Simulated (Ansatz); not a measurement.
Input:

```yaml
crystal:
  periodic: [false, false, false]
  atoms:
    - { symbol: Ge, position_ang: [0.360047, -0.067797, 0.059033] }
    - { symbol: O, position_ang: [0.663823, -0.072207, 1.816905] }
    - { symbol: H, position_ang: [-0.159245, -0.213674, 2.321098] }
    - { symbol: H, position_ang: [1.748438, 0.085466, -0.591868] }
    - { symbol: F, position_ang: [-0.591563, 1.362466, -0.327309] }
    - { symbol: H, position_ang: [-0.509599, -1.269554, -0.39466] }
basis:
  gaussian: { orbitals: def2-SVP }
hamiltonian:
  xc: pbe
  dispersion: d4
neb:
  order_check: false
  images: 7
  f_tol: 0.03
  max_iterations: 60
  final_atoms:
    - { symbol: Ge, position_ang: [0.01689973, 0.06866307, -0.83202823] }
    - { symbol: O, position_ang: [1.01369475, 0.16514029, 1.22641789] }
    - { symbol: H, position_ang: [0.49835855, -0.45893735, 1.77439381] }
    - { symbol: H, position_ang: [1.91327315, -0.2135302, 1.17775684] }
    - { symbol: F, position_ang: [-1.08199843, 1.39539799, -0.35042414] }
    - { symbol: H, position_ang: [-0.84832676, -1.1320338, -0.11291716] }
  initial_path:
    images:
      - { positions_ang: [[0.360047, -0.067797, 0.059033], [0.663823, -0.072207, 1.816905], [-0.159245, -0.213674, 2.321098], [1.748438, 0.085466, -0.591868], [-0.591563, 1.362466, -0.327309], [-0.509599, -1.269554, -0.39466]] }
      - { positions_ang: [[0.27037138, -0.05070972, 0.04410753], [0.7762879, -0.05453683, 1.76897661], [-0.06870017, -0.23086539, 2.23074524], [1.73870469, 0.06382542, -0.34889518], [-0.64050115, 1.36497316, -0.3857917], [-0.56426165, -1.26798664, -0.42594349]] }
      - { positions_ang: [[0.18069577, -0.03362245, 0.02918205], [0.8887528, -0.03686665, 1.72104821], [0.02184465, -0.24805679, 2.14039248], [1.72897138, 0.04218485, -0.10592237], [-0.6894393, 1.36748032, -0.44427441], [-0.6189243, -1.26641927, -0.45722697]] }
      - { positions_ang: [[0.09102015, -0.01653517, 0.01425658], [1.0012177, -0.01919648, 1.67311982], [0.11238948, -0.26524818, 2.05003972], [1.71923808, 0.02054427, 0.13705045], [-0.73837745, 1.36998747, -0.50275711], [-0.67358695, -1.26485191, -0.48851046]] }
      - { positions_ang: [[0.00134453, 0.0005521, -0.0006689], [1.11368259, -0.00152631, 1.62519143], [0.20293431, -0.28243958, 1.95968696], [1.70950477, -0.0010963, 0.38002327], [-0.78731561, 1.37249463, -0.56123981], [-0.7282496, -1.26328454, -0.51979394]] }
      - { positions_ang: [[0.00523333, 0.01757985, -0.20850873], [1.08868563, 0.04014034, 1.52549804], [0.27679037, -0.32656402, 1.91336367], [1.76044687, -0.05420478, 0.57945666], [-0.86098631, 1.37822047, -0.50853589], [-0.75826889, -1.23047186, -0.41807475]] }
      - { positions_ang: [[0.00912213, 0.03460759, -0.41634856], [1.06368867, 0.08180699, 1.42580466], [0.35064643, -0.37068846, 1.86704038], [1.81138896, -0.10731325, 0.77889005], [-0.93465702, 1.38394631, -0.45583197], [-0.78828818, -1.19765917, -0.31635555]] }
      - { positions_ang: [[0.01301093, 0.05163533, -0.6241884], [1.03869171, 0.12347364, 1.32611127], [0.42450249, -0.41481291, 1.82071709], [1.86233106, -0.16042172, 0.97832345], [-1.00832772, 1.38967215, -0.40312806], [-0.81830747, -1.16484649, -0.21463636]] }
      - { positions_ang: [[0.01689973, 0.06866307, -0.83202823], [1.01369475, 0.16514029, 1.22641789], [0.49835855, -0.45893735, 1.77439381], [1.91327315, -0.2135302, 1.17775684], [-1.08199843, 1.39539799, -0.35042414], [-0.84832676, -1.1320338, -0.11291716]] }
```

Command:

```bash
$ ansatz run input.yaml --threads 1 --pin off --max-ram 2048MiB --backend cpu --events-out ev --progress --plain --runs-dir out
```

Hardware: 1 thread of Arm Neoverse V1 (shared host).

Q: Roughly how long does this run take, and how much memory?

A: 2.1 min, with a peak of 0.13 GiB, for 11 band iterations.
